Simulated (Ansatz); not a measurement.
Species: CH4BO, charge 0, doublet. CH4BO (SMILES O[B]C, doublet).
B3LYP-D3(BJ)/def2-TZVP minimum from Ansatz (a program for electronic structure):
```xyz
7

B      0.2139     0.2869    -0.4460
C     -1.1858    -0.3909    -0.3008
H     -1.3276    -1.1420    -1.0822
H     -1.9814     0.3458    -0.4386
H     -1.3298    -0.8761     0.6746
O      1.2058     0.3361     0.4479
H      1.0383    -0.1053     1.2983
```
Charge 0, spin multiplicity 2.

Total energies in cc-pVDZ, 17 correlated electrons, 3 frozen orbitals. Radicals and triplets start from unrestricted determinants; spin-orbit coupling is neglected. Cores are frozen in correlated methods. No relativity.

| method | program | energy (Eh) | minus CCSDT(Q) (mEh) |
|---|---|---|---|
| HF | Ansatz | -139.74805 | 438.14 |
| MP2 | Ansatz | -140.14349 | 42.70 |
| CCSD | Ansatz | -140.17350 | 12.69 |
| CCSD(T) | Ansatz | -140.18447 | 1.73 |
| CCSDT(Q) | Ansatz | -140.18619 | 0.00 |

Rough core times of Ansatz's runs on a shared machine: CCSD(T) under 20 s, CCSDT(Q) 8 min.
